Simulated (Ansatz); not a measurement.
One change: `[F][InH2]` becomes `[F][GaH2]`.

Ansatz, PBE0-D4/def2-TZVP geometries, multiplicity 1. 

Elements past krypton have def2 core potentials. Scalar relativity is left out up to krypton.

```
                                          property  `[F][InH2]`
                 HOMO energy (PBE/def2-TZVPP) / eV        -7.28
    zero-point energy (PBE0-D4/def2-TZVP) / kJ/mol         35.2
             LUMO energy (ωB97M-V/def2-TZVPP) / eV        -0.36
               LUMO energy (B3LYP/def2-TZVPP) / eV        -2.15
               HOMO–LUMO gap (PBE/def2-TZVPP) / eV         4.73
size of the dipole moment (ωB97M-V/def2-TZVPP) / D         3.07
```

Problem. What does the change do to each property? (An estimate is asked.)

Solution. Computed: 
```
                                          property  `[F][GaH2]`  shift
                 HOMO energy (PBE/def2-TZVPP) / eV        -7.54  -0.26
    zero-point energy (PBE0-D4/def2-TZVP) / kJ/mol         39.5    4.3
             LUMO energy (ωB97M-V/def2-TZVPP) / eV         0.08   0.44
               LUMO energy (B3LYP/def2-TZVPP) / eV        -1.94   0.21
               HOMO–LUMO gap (PBE/def2-TZVPP) / eV         5.12   0.39
size of the dipole moment (ωB97M-V/def2-TZVPP) / D         2.22  -0.85
```

With PBE0 the HOMO falls by 0.23 eV and the LUMO rises by 0.20 eV, so the gap widens by about 0.43 eV. PBE moves the HOMO by -0.26 eV and ωB97M-V by -0.24 eV. Dipoles are sizes alone; their direction can turn.

B3LYP here is the variant with VWN-RPA as its local correlation; programs differ in this.
